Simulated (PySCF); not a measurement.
Si(CCH)(Cl)(Me)2 (C4H7ClSi), SMILES C#C[Si](C)(C)Cl. The structure is a stationary point at B3LYP-D3(BJ)/def2-SVP.

These are PySCF with B3LYP-D3(BJ)/def2-SVP values and carry that method's errors.

Harmonic wavenumbers (cm⁻¹): 112, 123, 160, 171, 193, 196, 221, 344, 361, 489, 605, 696, 700, 740, 749, 763, 800, 842, 866, 1272, 1276, 1424, 1425, 1430, 1438, 2151, 3032, 3033, 3124, 3126, 3137, 3137, 3455. Rotational constants (GHz): 2.419, 1.699, 1.466; symmetry number 1.

Q: Work out the zero-point energy and the ideal-gas rigid-rotor harmonic-oscillator thermochemistry at 298.15 K and 1 atm.

A: ZPE = ½ Σ hcν = ½ × 41592 cm⁻¹ = 248.78 kJ/mol. H − E(el) = 274.92 kJ/mol. Entropy in J/(mol K): translation 168.31, rotation 118.70, vibration 96.56, total 383.56. G − E(el) = 160.56 kJ/mol. Cp = 137.64 J/(mol K). Modes under 150 cm⁻¹ make the vibrational entropy uncertain.
